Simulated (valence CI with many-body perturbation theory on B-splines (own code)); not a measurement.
# Xe⁴⁺: calculated level list

Method: relativistic CI+MBPT: four valence electrons over a frozen Dirac-Fock core [Kr] 4d10, radial functions for each j: 11 s, 11 p, 9 d, 7 f, 5 g, 2 h, 1 i, with the one-electron correlation potential Σ1 (screened to all orders), the two-electron term Σ2, the three-electron term Σ3, Breit, model QED; selected single and double excitations, second order for the rest, scaled by the run's own slope (own B-spline code, finite nucleus).

Against 45 measured levels this calculation errs by 319 cm⁻¹ on average and by 643 at most. These come from a selection out of Saloman, J. Phys. Chem. Ref. Data 33, 765 (2004). Levels without a partner in it may be off by more. 7 measured levels below the end of the list, from 169673 cm⁻¹ on, found no clear computed partner, and computed levels of the same name lie up to 2907 cm⁻¹ from them.

Levels 1 to 45 of 69, with energies above the lowest level, 5s2 5p2 3P_0. "Leading %" is the weight of the configuration and term that name the level; weights of strongly mixed levels are sums over their largest components and can fall short. In the jj column 3d3/2^4 stands for four electrons in 3d with j = 3/2. Lifetimes count E1, E2, E3, M1 and M2 decay at the calculated energies, and are blank where another channel may lead or the interval is too uncertain; long ones can be off by a factor of two.

```
No.  Configuration  Term  J  E (eV)  Leading %               Leading jj      g  Lifetime
  1        5s2 5p2    3P  0   0.000         87      5s^2 5p1/2^2 (89 %)                 
  2        5s2 5p2    3P  1   1.151         97  5s^2 5p1/2 5p3/2 (97 %)  1.501   77.2 ms
  3        5s2 5p2    3P  2   1.753         65  5s^2 5p1/2 5p3/2 (86 %)  1.335    879 ms
  4        5s2 5p2    1D  2   3.525         64      5s^2 5p3/2^2 (86 %)  1.166   17.2 ms
  5        5s2 5p2    1S  0   5.521         86      5s^2 5p3/2^2 (88 %)          3.96 ms
  6         5s 5p3   5S°  2  11.388         93  5s 5p1/2 5p3/2^2 (45 %)  1.969   45.2 ns
  7         5s 5p3   3D°  1  14.271         75  5s 5p1/2^2 5p3/2 (50 %)  0.629   1.79 ns
  8         5s 5p3   3D°  2  14.370         73  5s 5p1/2 5p3/2^2 (58 %)  1.232   2.84 ns
  9         5s 5p3   3D°  3  14.844         88  5s 5p1/2 5p3/2^2 (88 %)  1.333   3.71 ns
 10         5s 5p3   3P°  0  16.520         90  5s 5p1/2 5p3/2^2 (90 %)           983 ps
 11         5s 5p3   3P°  1  16.669         76  5s 5p1/2 5p3/2^2 (65 %)  1.404    791 ps
 12         5s 5p3   3P°  2  16.689         43  5s 5p1/2 5p3/2^2 (34 %)  1.300   1.17 ns
 13      5s2 5p 5d   1D°  2  18.072         30        5s 5p3/2^3 (42 %)  1.142   1.60 ns
 14         5s 5p3   3S°  1  19.361         64  5s 5p1/2 5p3/2^2 (60 %)  1.678   75.5 ps
 15      5s2 5p 5d   3F°  2  19.415         86  5s^2 5p1/2 5d3/2 (64 %)  0.709    972 ps
 16      5s2 5p 5d   3F°  3  19.927         89  5s^2 5p1/2 5d5/2 (66 %)  1.092    805 ps
 17      5s2 5p 5d   3F°  4  21.059         96  5s^2 5p3/2 5d5/2 (96 %)  1.250   38.5 ms
 18         5s 5p3   1P°  1  21.089         34        5s 5p3/2^3 (40 %)  1.185   98.0 ps
 19      5s2 5p 5d   3P°  2  21.253         46  5s^2 5p1/2 5d5/2 (75 %)  1.301   64.5 ps
 20      5s2 5p 5d   3D°  1  21.516         54  5s^2 5p1/2 5d3/2 (45 %)  0.856   52.2 ps
 21      5s2 5p 5d   3D°  2  22.500         38  5s^2 5p3/2 5d3/2 (63 %)  1.060   52.2 ps
 22      5s2 5p 5d   3D°  3  22.642         75  5s^2 5p3/2 5d5/2 (40 %)  1.293   50.8 ps
 23      5s2 5p 5d   3P°  0  22.726         88  5s^2 5p3/2 5d3/2 (88 %)          66.8 ps
 24      5s2 5p 5d   3P°  1  22.873         64  5s^2 5p3/2 5d3/2 (70 %)  1.270   61.1 ps
 25      5s2 5p 5d   3P°  2  23.088         40  5s^2 5p3/2 5d5/2 (64 %)  1.291   62.8 ps
 26      4f 5s2 5p    3G  3  23.203         52  4f5/2 5s^2 5p1/2 (88 %)  0.872   11.3 ns
 27      4f 5s2 5p    3F  3  23.567         45  4f7/2 5s^2 5p1/2 (81 %)  1.082   6.15 ns
 28      4f 5s2 5p    3G  4  23.692         51  4f7/2 5s^2 5p1/2 (84 %)  1.125   10.2 ns
 29      4f 5s2 5p    3F  2  23.806         78  4f5/2 5s^2 5p1/2 (78 %)  0.744   5.18 ns
 30      5s2 5p 6s   3P°  0  24.111         96     5s^2 5p1/2 6s (96 %)           143 ps
 31      5s2 5p 5d   1F°  3  24.131         84  5s^2 5p3/2 5d5/2 (49 %)  1.032   46.2 ps
 32      5s2 5p 6s   3P°  1  24.137         56     5s^2 5p1/2 6s (83 %)  1.287    101 ps
 33      4f 5s2 5p    3G  3  24.848         32  4f5/2 5s^2 5p3/2 (81 %)  0.948   7.41 ns
 34      5s2 5p 5d   1P°  1  24.854         54  5s^2 5p3/2 5d5/2 (49 %)  1.100   76.5 ps
 35      4f 5s2 5p    3F  4  25.041         55  4f7/2 5s^2 5p3/2 (59 %)  1.166   6.87 ns
 36      4f 5s2 5p    3G  5  25.136         94  4f7/2 5s^2 5p3/2 (94 %)  1.200   18.7 ns
 37      4f 5s2 5p    3D  3  25.569         70  4f7/2 5s^2 5p3/2 (72 %)  1.264   5.55 ns
 38      4f 5s2 5p    3D  2  25.769         77  4f5/2 5s^2 5p3/2 (77 %)  1.086   5.38 ns
 39      5s2 5p 6s   3P°  2  25.977         96     5s^2 5p3/2 6s (96 %)  1.501    138 ps
 40      4f 5s2 5p    3D  1  26.012         95  4f5/2 5s^2 5p3/2 (95 %)  0.499   5.19 ns
 41      5s2 5p 6s   1P°  1  26.472         67     5s^2 5p3/2 6s (84 %)  1.092   60.7 ps
 42      4f 5s2 5p    1G  4  26.652         86  4f5/2 5s^2 5p3/2 (54 %)  1.009   50.8 ns
 43      4f 5s2 5p    1D  2  26.952         82  4f7/2 5s^2 5p3/2 (78 %)  1.003   8.07 ns
 44      5s2 5p 6p    3D  1  28.294         62  5s^2 5p1/2 6p1/2 (94 %)  0.698    610 ps
 45            5p4    3P  2  28.826         47   5p1/2^2 5p3/2^2 (55 %)  1.413    755 ps
```

Names give the largest LS component (configuration and term), which can be under half, so a name can repeat, a term be missing and a line seem to break the LS rules; names also repeat where a configuration has a term twice.

The ionisation energy to 5s2 5p 2P°_1/2 of the next ion comes out as 54.783 eV (NIST: 54.1 ± 0.5 eV (semi-empirical)). All 69 levels together are meant to be complete up to 32.539 eV.
